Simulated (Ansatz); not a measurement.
An input meant for K₂Sn₂Cl₆ (charge 0, singlet).

```yaml
crystal:
  periodic: [false, false, false]
  atoms:
    - {symbol: K, position_ang: [-2.122573, 1.105456, 0.496369]}
    - {symbol: K, position_ang: [1.327566, -0.823420, -0.507116]}
    - {symbol: Sn, position_ang: [3.178992, 2.313236, 0.445670]}
    - {symbol: Sn, position_ang: [-2.645786, -2.556516, -0.405759]}
    - {symbol: Cl, position_ang: [0.612017, 2.234400, 0.142629]}
    - {symbol: Cl, position_ang: [-4.392608, -0.904570, 0.261564]}
    - {symbol: Cl, position_ang: [-1.045025, -1.744841, 1.399307]}
    - {symbol: Cl, position_ang: [3.480824, 1.039286, -1.681649]}
    - {symbol: Cl, position_ang: [3.110907, 0.216127, 1.794095]}
    - {symbol: Cl, position_ang: [-1.504315, -0.879169, -1.945119]}
basis:
  gaussian: {orbitals: def2-SVP}
magnetization: {spin_polarized: true, initial_magnetization: 3}
hamiltonian: {xc: {name: wB97X}}
scf: {omitted_lower_state_checks: [starts]}
output: {forces: true}
```

```sh
$ ansatz run in.yaml --threads 6 --pin off --events-out ev --progress --plain --max-ram 7833MiB
```

Output, abridged:

```
Error: a molecule whose nuclei and cores have a total charge of 184 cannot have a net charge of 0 together with 3 unpaired electrons
```

In this input the number of unpaired electrons doesn't fit the electron count. The input was rejected before any iteration.
